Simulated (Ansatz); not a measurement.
Coupled-cluster diagnostics for the cluster SnTe2⁻, Ansatz.

Geometry of the doublet (PBE-D4/def2-SVPD):

Cartesian coordinates in Å:
```
Sn -0.6095 0.2648 -0.4011
Te -0.5779 -2.3887 0.0521
Te 1.1874 2.1238 0.3490
```

In the def2 sets Sn, Te take a core potential; there is no spin–orbit coupling. Correlated methods freeze 12 core orbitals; core or outer-core shells of Sn, Te are correlated, in sets that lack core-valence functions. In CCSD on the charge -1 quartet the largest single amplitude is 0.36, so its Hartree–Fock determinant may place the open shell otherwise than the density functionals do. The structure comes from a short search, and lower isomers may exist.

Geometry of the charge -1 quartet (PBE-D4/def2-SVPD):

```xyz
3

Sn    0.3075    0.7826   -1.3777
Te   -0.4985    1.0159    1.4112
Te    0.1910   -1.7985   -0.0336
```

**Question.** Estimate the CCSD(T) correlation energy, the shares of MP2 and (T), T1 and the reference's ⟨S²⟩ for: charge -1, doublet, own geometry in def2-SVPD; charge -1, quartet, own geometry in def2-SVPD; and the rough time on 4 threads of Arm Neoverse V2 on a shared host.

**Answer.** 
```csv
state,basis,correlation (eV),MP2 share (%),(T) share (%),T1,⟨S²⟩ (pure),wall time
"charge -1, doublet, own geometry",def2-SVPD,-10.228,89.5,5.1,0.021,0.81 (0.75),14 s
"charge -1, quartet, own geometry",def2-SVPD,-9.870,85.9,5.0,0.044,3.80 (3.75),18 s
```
Customary marks for T1 are 0.02 (closed shells), 0.045 (open shells) and about 0.05 (3d metals). T1 exceeds 0.02 in 2 of 2 rows and 0.045 in 0; the higher it lies, the less the single-reference result can be trusted.
